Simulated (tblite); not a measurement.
A geometry optimisation, step by step.

Species: C2H12NPSi2.
Atom-mapped SMILES: `[NH2:1][Si@H:2]([PH2:3])[CH2:4][CH2:5][SiH3:6]` (hydrogens: H7, H8 on N1; H9 on Si2; H10, H11 on P3; H12, H13 on C4; H14, H15 on C5; H16, H17, H18 on Si6)

Computed with GFN2-xTB (tblite), gas phase: L-BFGS steps from a force-field or distance-geometry start until the largest atomic force falls under 0.01 eV/Å. 5 of its 195 geometries are shown.

Step 0: E = -523.8688 eV, largest atomic force 2.292 eV/Å
```
atom  x, y, z in Å  |  force x, y, z in eV/Å
N1     -1.740    1.506   -1.736    0.333   0.502   1.710
Si2    -1.350    0.038   -0.780   -0.580  -0.267  -1.664
P3     -2.913   -0.298    0.699   -1.937   0.806   0.922
C4      0.334    0.337   -0.090    1.248   0.582   0.158
C5      1.129   -0.922    0.221   -0.095  -0.516  -0.604
Si6     2.772   -0.328    0.893    0.815   0.232   0.111
H7     -2.390    2.090   -1.146    0.761  -0.616  -1.112
H8     -0.866    2.073   -1.865   -1.258  -0.606  -0.011
H9     -1.259   -1.149   -1.673   -0.066   0.362  -0.032
H10    -2.494   -0.612    2.025   -0.149  -0.597  -1.180
H11    -3.938   -1.233    0.250    1.499   0.343   0.685
H12     0.336    1.042    0.759   -0.088  -0.350  -0.152
H13     0.914    0.846   -0.886   -0.313  -0.010   0.327
H14     1.289   -1.449   -0.773   -0.356   0.190   1.324
H15     0.604   -1.575    0.949    0.195   0.221  -0.684
H16     3.744   -1.425    0.987   -0.057   0.109   0.038
H17     3.259    0.729   -0.029    0.023  -0.270   0.159
H18     2.561    0.334    2.187    0.022  -0.115   0.006
```

Step 48: E = -525.1289 eV, largest atomic force 0.103 eV/Å
```
atom  x, y, z in Å  |  force x, y, z in eV/Å
N1     -1.879    1.642   -1.547   -0.036   0.010   0.017
Si2    -1.361    0.188   -0.781   -0.013   0.020  -0.030
P3     -2.846   -0.092    0.881   -0.031  -0.025  -0.027
C4      0.352    0.493   -0.008    0.066   0.027   0.001
C5      1.125   -0.792    0.277    0.025  -0.036   0.027
Si6     2.868   -0.465    0.961    0.016   0.004   0.023
H7     -2.859    1.865   -1.565   -0.044   0.001  -0.012
H8     -1.430    1.973   -2.383    0.049  -0.008   0.005
H9     -1.267   -0.977   -1.687   -0.024  -0.013  -0.002
H10    -2.042   -0.973    1.576   -0.003  -0.040   0.039
H11    -3.547   -1.123    0.277    0.020   0.026   0.006
H12     0.225    1.058    0.917    0.029  -0.022   0.026
H13     0.946    1.124   -0.666    0.011   0.051  -0.089
H14     1.202   -1.383   -0.639   -0.024   0.026  -0.009
H15     0.557   -1.401    0.983   -0.027  -0.036   0.024
H16     3.597   -1.730    1.087   -0.018   0.011  -0.003
H17     3.576    0.423    0.035    0.010  -0.007  -0.002
H18     2.774    0.176    2.273   -0.009   0.010   0.004
```

Step 97: E = -525.1449 eV, largest atomic force 0.086 eV/Å
```
atom  x, y, z in Å  |  force x, y, z in eV/Å
N1     -1.941    1.674   -1.439    0.002  -0.028   0.018
Si2    -1.368    0.190   -0.776   -0.001  -0.007   0.024
P3     -2.727   -0.181    0.975    0.042   0.069   0.030
C4      0.397    0.501   -0.129    0.000   0.001  -0.007
C5      1.128   -0.780    0.265   -0.011  -0.014   0.008
Si6     2.845   -0.454    1.012    0.011   0.018  -0.021
H7     -2.924    1.784   -1.627   -0.004   0.016   0.014
H8     -1.397    2.138   -2.146    0.000   0.017  -0.028
H9     -1.332   -0.937   -1.736   -0.003  -0.014   0.013
H10    -1.997   -1.246    1.470   -0.009  -0.024  -0.019
H11    -3.603   -1.014    0.307   -0.021  -0.053  -0.043
H12     0.344    1.167    0.734    0.010   0.012   0.001
H13     0.977    1.024   -0.890    0.016   0.019  -0.001
H14     1.217   -1.426   -0.611    0.005  -0.004  -0.013
H15     0.522   -1.333    0.987   -0.033   0.001   0.018
H16     3.505   -1.734    1.285   -0.004   0.020   0.010
H17     3.646    0.321    0.060    0.000  -0.012  -0.005
H18     2.699    0.315    2.250    0.000  -0.015   0.003
```

Step 146: E = -525.1643 eV, largest atomic force 0.039 eV/Å
```
atom  x, y, z in Å  |  force x, y, z in eV/Å
N1     -2.022    1.717   -1.191    0.020  -0.028   0.019
Si2    -1.304    0.188   -0.843    0.016   0.002  -0.015
P3     -2.403   -0.538    0.978    0.030   0.009   0.019
C4      0.513    0.475   -0.347   -0.013  -0.001  -0.003
C5      1.099   -0.730    0.387   -0.018  -0.005   0.002
Si6     2.829   -0.402    1.105   -0.022   0.004   0.004
H7     -3.023    1.813   -1.137   -0.003   0.013  -0.020
H8     -1.655    2.280   -1.939    0.000   0.010   0.000
H9     -1.364   -0.787   -1.958    0.006   0.012   0.020
H10    -2.112   -1.875    0.775   -0.008  -0.003  -0.011
H11    -3.622   -0.650    0.338   -0.022  -0.019  -0.008
H12     0.570    1.356    0.292   -0.006   0.009   0.029
H13     1.118    0.693   -1.227    0.008   0.004  -0.025
H14     1.128   -1.581   -0.296    0.007  -0.012   0.014
H15     0.418   -1.011    1.196    0.002  -0.001   0.024
H16     3.340   -1.612    1.752   -0.011  -0.006  -0.016
H17     3.728   -0.012    0.016    0.018   0.007  -0.011
H18     2.753    0.680    2.088   -0.004   0.004  -0.019
```

Step 194: E = -525.1686 eV, largest atomic force 0.009 eV/Å
```
atom  x, y, z in Å  |  force x, y, z in eV/Å
N1     -2.021    1.722   -1.178    0.004   0.000  -0.001
Si2    -1.308    0.190   -0.834    0.007  -0.003   0.005
P3     -2.431   -0.592    0.949    0.000   0.006  -0.002
C4      0.496    0.488   -0.305    0.001   0.008  -0.001
C5      1.073   -0.708    0.449   -0.003   0.007  -0.003
Si6     2.846   -0.405    1.065   -0.002  -0.002   0.001
H7     -3.023    1.799   -1.234   -0.002   0.003   0.001
H8     -1.588    2.324   -1.859   -0.002  -0.001   0.003
H9     -1.328   -0.771   -1.961    0.001   0.001  -0.005
H10    -2.118   -1.917    0.710   -0.001  -0.002   0.002
H11    -3.640   -0.704    0.285    0.003  -0.006   0.001
H12     0.544    1.373    0.331   -0.004   0.000   0.000
H13     1.113    0.701   -1.179   -0.002  -0.007   0.005
H14     1.048   -1.588   -0.198    0.002  -0.001   0.004
H15     0.422   -0.933    1.299    0.000   0.000  -0.006
H16     3.349   -1.611    1.725    0.003   0.000  -0.003
H17     3.699   -0.077   -0.082    0.003  -0.008  -0.001
H18     2.856    0.717    2.005   -0.007   0.004   0.000
```

**Question.** Summarise the path.

**Answer.** The energy falls by 125.41 kJ/mol from step 0 to step 194; nine tenths of that is first reached at step 21. It never rises by more than 0.2 meV. The largest force goes from 2.292 to 0.009 eV/Å. Among the bonds P3–H11 changes most, from 1.458 to 1.384 Å; the atoms move by 0.730 Å rms after alignment.

What follows is the cost of the whole relaxation. Time: 2.7 s wall. Hardware: one thread of an Arm Neoverse N1, shared host with 64 logical CPUs at a one-minute load of 62.
